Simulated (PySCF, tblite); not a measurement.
Isomers of C6H13PS, one GFN2-xTB conformer each. Single-point energies are computed at PBE0/pcSseg-1 (PySCF, gas phase, no added dispersion term), electronic only.

Task: Rank them by PBE0/pcSseg-1 energy, lowest first (kcal/mol).
A. `[CH3:1][CH2:2][P@:3]1(=[S:4])[CH2:5][C@H:6]([CH3:7])[CH2:8]1` with C1–C2–P3–S4 -55°
B. `[CH3:1][S:2][CH2:3][PH:4][CH:5]1[CH2:6][CH2:7][CH2:8]1` with C1–S2–C3–P4 64°, S2–C3–P4–C5 75°, C3–P4–C5–C6 60°, P4–C5–C6–C7 132°, C5–C6–C7–C8 -12°, C6–C7–C8–C5 12°, P4–C5–C8–C7 -134°
C. `[CH3:1][C@@H:2]1[CH2:3][CH2:4][P@@H:5](=[S:6])[C@@H:7]1[CH3:8]` with C1–C2–C3–C4 -72°, C2–C3–C4–P5 -34°, C3–C4–P5–S6 -117°, C4–P5–C7–C8 147°

Result: C (0.0), A (6.8), B (44.4).

As drawn, the highest has a four-membered ring, which the lowest lacks. GFN2-xTB itself gives, in the same order: 0.0, 14.4, 47.5. Both levels put the same isomer lowest; measured from each level's own lowest isomer, the values differ by up to 7.6 kcal/mol (CC[P@]1(=S)C[C@H](C)C1: 14.4 against 6.8).

Task: Which frontier levels, dipoles and rotational constants go with these structures?

Result: 
```tsv
SMILES	HOMO (eV, PBE0/pcSseg-1)	LUMO (eV)	dipole (D)	A, B, C (MHz)
C[C@@H]1CC[P@@H](=S)[C@@H]1C	-6.36	0.47	5.09	2299, 1099, 857.7
CC[P@]1(=S)C[C@H](C)C1	-6.38	0.77	4.74	2028, 1084, 840.0
CSCPC1CCC1	-6.25	0.60	0.91	3005, 715.0, 669.7
```

Task: What happens when harmonic zero-point energies from GFN2-xTB frequencies are added?

Result: 
| SMILES | ZPE (kcal/mol) | electronic (kcal/mol) | with ZPE (kcal/mol) |
| --- | --- | --- | --- |
| C[C@@H]1CC[P@@H](=S)[C@@H]1C | 111.3 | 0.0 | 0.0 |
| CC[P@]1(=S)C[C@H](C)C1 | 110.9 | 6.8 | 6.3 |
| CSCPC1CCC1 | 109.2 | 44.4 | 42.3 |

The zero-point energies span 2.1 kcal/mol. The order is unchanged.
